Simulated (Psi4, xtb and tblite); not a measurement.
Two geometries of dodecanethiol, SMILES C(CCCCCCCCCCS)C (C12H26S), relaxed at GFN2-xTB with one dihedral held; other torsions can differ between them too.

Structure A

```
39

C     -6.4243    -0.9807     1.9214
C     -5.0172    -1.2585     1.4070
C     -4.2212     0.0286     1.2054
C     -2.8104    -0.2410     0.6882
C     -2.0194     1.0479     0.4788
C     -0.6089     0.7789    -0.0406
C      0.1750     2.0729    -0.2492
C      1.5512     1.8565    -0.8792
C      2.5314     1.1301     0.0396
C      3.9213     1.0295    -0.5863
C      4.9274     0.3254     0.3234
C      4.5902    -1.1474     0.5435
S      6.1317    -2.1486     0.5206
H     -6.9741    -1.9093     2.0563
H     -6.9712    -0.3571     1.2174
H     -6.3855    -0.4627     2.8773
H     -4.4910    -1.9002     2.1177
H     -5.0775    -1.7970     0.4583
H     -4.1608     0.5671     2.1543
H     -4.7488     0.6703     0.4956
H     -2.2808    -0.8787     1.4004
H     -2.8710    -0.7845    -0.2580
H     -1.9575     1.5913     1.4247
H     -2.5509     1.6850    -0.2323
H     -0.6713     0.2392    -0.9887
H     -0.0859     0.1395     0.6727
H      0.2937     2.5824     0.7100
H     -0.4061     2.7305    -0.9005
H      1.4377     1.2899    -1.8066
H      1.9735     2.8305    -1.1392
H      2.6031     1.6695     0.9871
H      2.1587     0.1277     0.2540
H      4.2894     2.0355    -0.8000
H      3.8562     0.4936    -1.5359
H      4.9873     0.8410     1.2831
H      5.9136     0.3895    -0.1441
H      4.0936    -1.3196     1.4970
H      3.9657    -1.5251    -0.2668
H      5.5420    -3.3237     0.7328
```

Structure B

```
39

C     -6.4302    -0.9816     1.9227
C     -5.0249    -1.2569     1.4022
C     -4.2297     0.0310     1.2024
C     -2.8199    -0.2375     0.6821
C     -2.0254     1.0510     0.4831
C     -0.6161     0.7820    -0.0396
C      0.1756     2.0745    -0.2274
C      1.5488     1.8618    -0.8650
C      2.5244     1.1038     0.0333
C      3.9120     1.0116    -0.5991
C      4.9398     0.3327     0.3059
C      4.6133    -1.1309     0.5656
S      6.1312    -2.0046     1.1222
H     -6.9790    -1.9110     2.0564
H     -6.9801    -0.3558     1.2230
H     -6.3881    -0.4669     2.8803
H     -4.4961    -1.9009     2.1088
H     -5.0884    -1.7921     0.4518
H     -4.1676     0.5669     2.1527
H     -4.7587     0.6747     0.4954
H     -2.2916    -0.8821     1.3889
H     -2.8822    -0.7732    -0.2684
H     -1.9608     1.5857     1.4339
H     -2.5554     1.6962    -0.2217
H     -0.6808     0.2572    -0.9959
H     -0.0974     0.1287     0.6642
H      0.2996     2.5662     0.7404
H     -0.4029     2.7472    -0.8655
H      1.4291     1.3194    -1.8060
H      1.9785     2.8386    -1.1012
H      2.6008     1.6172     0.9947
H      2.1439     0.0988     0.2179
H      4.2661     2.0196    -0.8267
H      3.8450     0.4650    -1.5428
H      5.0133     0.8650     1.2561
H      5.9183     0.3861    -0.1789
H      3.8584    -1.2488     1.3413
H      4.2814    -1.6192    -0.3516
H      5.5545    -3.1934     1.2869
```

**Question.** Which is lower in energy at the level PBE0-D3(BJ)/def2-SVP // GFN2-xTB run with Psi4, and by how much?

**Answer.** B is lower, by 6.55 kJ/mol (dihedral C10–C11–C12–S13: 140° in A, 160° in B).

E(B) − E(A) in kJ/mol at the other levels, on the same two geometries: GFN2-xTB (xtb and tblite) -4.45; PBE0/def2-SVP // GFN2-xTB (Psi4) -6.61; PBE/def2-SVP // GFN2-xTB (Psi4) -6.45; PBE-D3(BJ)/def2-SVP // GFN2-xTB (Psi4) -6.42.
